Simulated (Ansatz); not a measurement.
Geometry optimisation, RKS PBE0/def2-SVP (Ansatz).

Input:

```yaml
crystal:
  periodic: [false, false, false]
  atoms:
    - { symbol: Si, position_ang: [0.0, 0.0, 0.0] }
    - { symbol: H, position_ang: [0.0, 0.0, 1.46] }
    - { symbol: Cl, position_ang: [2.0086, 0.0, -0.7093] }
    - { symbol: Cl, position_ang: [-1.0032, 1.7381, -0.7093] }
    - { symbol: O, position_ang: [-0.7913, -1.3709, -0.5594] }
    - { symbol: Si, position_ang: [-1.673, -2.4329, 0.3983] }
    - { symbol: H, position_ang: [-1.2634, -2.287, 1.792] }
    - { symbol: H, position_ang: [-3.0964, -2.1323, 0.2761] }
    - { symbol: H, position_ang: [-1.4264, -3.8036, -0.0398] }
basis:
  gaussian: { orbitals: def2-SVP }
hamiltonian:
  xc: pbe0
relax:
  f_tol: 0.02
  max_steps: 40
output:
  orbitals: {}
```

Run as:

```bash
$ ansatz run input.yaml --threads 2 --pin off --max-ram 3072MiB --backend cpu --events-out ev --progress --plain --runs-dir out
```

Where does it end, and by what steps?

The forces met the threshold. The force dipped under the threshold on the way, but the program's further checks kept it going. After 29 steps the energy has fallen by 0.316 eV; O5 moved furthest, 1.36 Å.

```tsv
step	energy less start (eV)	largest force component (eV/Å)	accepted
0	0.0000	1.705	yes
2	-0.2153	0.384	yes
4	-0.2679	0.150	yes
6	-0.2788	0.115	yes
8	-0.2803	0.245	no
10	-0.2838	0.043	yes
12	-0.2609	0.483	no
14	-0.2894	0.230	yes
16	-0.3090	0.038	yes
18	-0.3136	0.015	yes
20	-0.3146	0.043	yes
22	-0.3153	0.011	yes
24	-0.3157	0.030	yes
26	-0.3161	0.026	yes
28	-0.3163	0.021	yes
29	-0.3163	0.019	yes
```

```xyz
9
Properties=species:S:1:pos:R:3
Si 0.088 0.133 0.182
H 0.765 0.853 1.276
Cl 1.477 -0.500 -1.192
Cl -1.221 1.401 -0.766
O -0.721 -1.148 0.782
Si -1.697 -2.470 0.467
H -2.031 -3.096 1.775
H -2.941 -2.022 -0.221
H -0.963 -3.440 -0.394
```

The run took 88 s on 2 threads of Arm Neoverse V1 (shared host), peak memory 0.25 GiB.
